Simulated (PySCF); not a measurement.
**Trend along group 13: MI molecules**

CCSD(T) with triple-zeta basis sets in PySCF, for the lowest determinant that a PBE0 search found; no spin–orbit coupling. De refers to high-spin ground-configuration atoms.

```csv
M,basis,"reference, frozen orbitals",state (unpaired electrons),Re (Å),ωe (cm⁻¹),De (eV)
B,def2-TZVPP,"RHF, 5",singlet (closed shell),2.128,586,3.65
Al,def2-TZVPP,"RHF, 9",singlet (closed shell),2.545,320,3.87
Ga,x2c-TZVPPall,"RHF, 27",singlet (closed shell),2.570,225,3.72
In,x2c-TZVPPall,"RHF, 36",singlet (closed shell),2.764,179,3.57
```

The shortest bond is that of BI (2.128 Å), the longest that of InI (2.764 Å).

The rows differ in basis set, which adds steps of its own.

Down a group the atoms grow and get heavier, so bonds lengthen and wavenumbers fall; this series shows no clear exception.

Correlated steps freeze the inner cores (5 to 36 orbitals); shallow outer-core shells are correlated. Spin–orbit coupling is left out, which matters for elements this heavy, above all for dissociation energies. Where the molecule has an RHF reference, its open-shell atoms are computed with UHF.
